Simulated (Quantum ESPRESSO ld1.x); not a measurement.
The numbers below are computed, except where a source is named.
Neutral rhenium, configuration [Xe] 4f14 5d5 6s2.

Level of theory: scalar-relativistic Kohn-Sham, LDA (Slater exchange, Perdew-Wang correlation), spin-polarised, spherical densities, point nucleus; open shells are filled with parallel spins first (ld1.x of Quantum ESPRESSO 7.5).

Energy parts (hartree):
| part | energy |
|---|---|
| total | -16682.723 |
| kinetic | 18434.917 |
| electron-nucleus | -41309.538 |
| Hartree | 6512.811 |
| exchange-correlation | -320.913 |

Orbitals (lengths in bohr, moments of r in powers of bohr; <r^-3> diverges for s and p1/2; r(90%) holds 90 % of the orbital's charge):
| orbital | occ. | eigenvalue (hartree) | <r^-3> | r(90%) | <r> | <r^4> |
|---|---|---|---|---|---|---|
| 1s up | 1 | -2631.52 | - | 0.0329 | 0.01804 | 5.464e-07 |
| 1s down | 1 | -2631.52 | - | 0.0329 | 0.01804 | 5.464e-07 |
| 2s up | 1 | -456.290 | - | 0.118 | 0.07625 | 0.00008178 |
| 2s down | 1 | -456.282 | - | 0.118 | 0.07625 | 0.00008178 |
| 2p up | 3 | -398.327 | 20790 | 0.111 | 0.06836 | 0.00006459 |
| 2p down | 3 | -398.320 | 20790 | 0.111 | 0.06836 | 0.00006459 |
| 3s up | 1 | -105.610 | - | 0.290 | 0.1976 | 0.003000 |
| 3s down | 1 | -105.606 | - | 0.290 | 0.1976 | 0.003000 |
| 3p up | 3 | -88.5229 | 4659 | 0.296 | 0.1980 | 0.003238 |
| 3p down | 3 | -88.5189 | 4659 | 0.296 | 0.1980 | 0.003238 |
| 3d up | 5 | -69.1256 | 595.1 | 0.278 | 0.1793 | 0.002497 |
| 3d down | 5 | -69.1196 | 595.1 | 0.278 | 0.1793 | 0.002497 |
| 4s up | 1 | -22.0053 | - | 0.633 | 0.4408 | 0.06982 |
| 4s down | 1 | -21.9972 | - | 0.633 | 0.4408 | 0.06979 |
| 4p up | 3 | -16.3987 | 1093 | 0.681 | 0.4689 | 0.09323 |
| 4p down | 3 | -16.3904 | 1093 | 0.681 | 0.4688 | 0.09310 |
| 4d up | 5 | -9.36633 | 119.9 | 0.750 | 0.5004 | 0.1356 |
| 4d down | 5 | -9.35623 | 119.9 | 0.749 | 0.5001 | 0.1350 |
| 5s up | 1 | -3.16079 | - | 1.49 | 1.038 | 2.155 |
| 5s down | 1 | -3.09054 | - | 1.48 | 1.031 | 2.102 |
| 5p up | 3 | -1.76220 | 162.8 | 1.77 | 1.212 | 4.276 |
| 5p down | 3 | -1.67357 | 166.9 | 1.76 | 1.203 | 4.180 |
| 4f up | 7 | -1.55820 | 20.92 | 0.960 | 0.5824 | 0.4130 |
| 4f down | 7 | -1.54001 | 21.07 | 0.950 | 0.5785 | 0.3929 |
| 6s up | 1 | -0.24772 | - | 4.42 | 2.981 | 164.6 |
| 5d up | 5 | -0.23876 | 8.072 | 3.02 | 1.900 | 38.35 |
| 6s down | 1 | -0.19010 | - | 4.84 | 3.220 | 236.1 |
| 5d down | 0 | -0.14170 | 7.628 | 3.34 | 2.027 | 61.56 |

The highest occupied level is 6s down at -5.173 eV. Spin moment in Bohr magnetons: 5.
